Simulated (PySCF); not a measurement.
## From computed data to an observable: chemical shift, span and skew from a shielding tensor

C5H5N, SMILES C#CC(N)=C=C. Atoms are numbered in the order given.

```xyz
11

C     -1.4957     1.8140     0.8570
C     -0.8909     0.8468     0.4432
C     -0.1953    -0.3213    -0.0202
N     -0.9691    -1.4941    -0.1443
C      1.0894    -0.2309    -0.3488
C      2.3377    -0.1285    -0.7253
H     -2.0221     2.6784     1.2148
H     -1.6397    -1.6076     0.6116
H     -0.4087    -2.3326    -0.2668
H      2.6133     0.0859    -1.7675
H      3.1698    -0.2454    -0.0173
```
Charge 0, spin multiplicity 1.

Geometry optimised at B3LYP-D3(BJ)/def2-SVP. The structure was generated by enumeration, and PubChem lists no compound with its InChIKey, so it may never have been made. The values are those of a single conformer.

GIAO shieldings from B3LYP/pcSseg-1 (PySCF), non-relativistic, no solvent. The symmetric part of the tensor of N4 has the principal values 163.0, 211.6, 227.1 ppm. The same nucleus in NH3 has σ = 265.5 ppm at this level (PySCF, at its B3LYP-D3(BJ)/def2-TZVP geometry).

### Question
Work out the isotropic shielding, the ¹⁵N shift against NH3, the span and the skew.

### Answer

σ(iso) = (σ11 + σ22 + σ33)/3 = 200.6 ppm. δ = σ(ref) − σ(iso) = 265.5 − (200.6) = 64.9 ppm.
Span Ω = σ33 − σ11 = 64.1 ppm. Skew κ = 3(σ(iso) − σ22)/Ω = -0.52. Tumbling in solution averages the tensor to δ; in a static solid the shielding alone would spread this spin-1/2 line over Ω.
